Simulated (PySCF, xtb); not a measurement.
CF2I, SMILES F[C](F)I, multiplicity 2.

Harmonic wavenumbers (cm⁻¹) from GFN2-xTB (xtb) at its own minimum, in rising order: 261, 290, 456, 597, 1131, 1155.

What does PBE-D3(BJ)/def2-SVP (PySCF 2.14.0) give at its own minimum? (Estimate from the structure and the level; the computed values follow.)

248, 253, 543, 611, 1142, 1214. Paired by order, the mean absolute difference is 37 cm⁻¹ and the zero-point energies are 5.6 and 5.7 kcal/mol.
